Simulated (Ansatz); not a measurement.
Consider the ligand exchange at the In–N bond: `[NH2][In]([SH])[SH]` + HCl → `[SH][In]([SH])[Cl]` + NH₃.

Calculated with Ansatz (gas phase, PBE0-D4/def2-TZVP geometries, no zero-point term in ΔE). CCSD(T)/CBS adds triple-zeta CCSD(T) − MP2 to the extrapolated MP2 energy (def2 sets, frozen cores). This one scheme is used for every species. DFT in def2-TZVPP. HSE06 is defined as in plane-wave codes. def2 core potentials past Kr. For In outer-core shells are correlated without core-valence functions, which leaves a few kJ/mol of doubt a bond. One conformer a species, not always the lowest.

`[NH2][In]([SH])[SH]`:

Cartesian coordinates in Å:
```
N 1.173 1.460 0.768
In 0.027 -0.008 0.010
S 0.220 -0.549 -2.301
S -1.341 -1.287 1.481
H 0.856 1.888 1.626
H 1.473 2.181 0.128
H -0.644 -1.575 -2.221
H -1.764 -2.111 0.508
```

HCl:

```xyz
2

Cl    0.094   -0.371    0.512
H    -0.094    0.371   -0.512
```

`[SH][In]([SH])[Cl]`:

Cartesian coordinates in Å:
```
S 2.393 0.348 0.082
In 0.034 0.338 0.204
S -1.390 -1.308 -0.721
Cl -0.976 2.097 1.331
H 2.429 -0.799 -0.619
H -2.490 -0.676 -0.277
```

NH₃:

Z-matrix (Å, degrees):
```
N
H 1 1.013
H 1 1.013 2 107.1
H 1 1.013 2 107.1 3 -114.5
```

**Question.** Is it downhill or uphill in electronic energy at CCSD(T)/CBS, and by how much? (Estimate.)

**Answer.** The calculation gave: Downhill: ΔE = -107.9 kJ/mol.

**Question.** What do these levels give: PBE0-D4, r2SCANh-D4, r2SCAN0-D4, CAM-B3LYP-D4, ωB97M-V, PBE, revPBE, HSE06, MP2/def2-TZVPP, HF/def2-QZVPP, MP2/def2-QZVPP, SCS-MP2/def2-QZVPP? (An estimate is asked.)

**Answer.** The calculation gave: PBE0-D4 -114.8, r2SCANh-D4 -116.2, r2SCAN0-D4 -118.0, CAM-B3LYP-D4 -110.9, ωB97M-V -112.6, PBE -110.4, revPBE -112.1, HSE06 -115.3, MP2/def2-TZVPP -107.1, HF/def2-QZVPP -128.2, MP2/def2-QZVPP -108.0, SCS-MP2/def2-QZVPP -108.3 kJ/mol.

Largest T1 diagnostic among the species: 0.014.

From BLYP to BHLYP (50 % exact exchange), in def2-TZVPP and without D4, ΔE moves by −8.8 kJ/mol. Leaving LDA and LC-ωPBE aside and taking each functional with its dispersion term where it has one, the values, not all of them listed here, spread over 11.2 kJ/mol, from B97M-V to revPBE-D4. LDA lies +7.3 kJ/mol from PBE without D4. At CCSD(T), def2-SVP lies −6.6 kJ/mol from the extrapolated value and def2-TZVPP +1.8 kJ/mol.
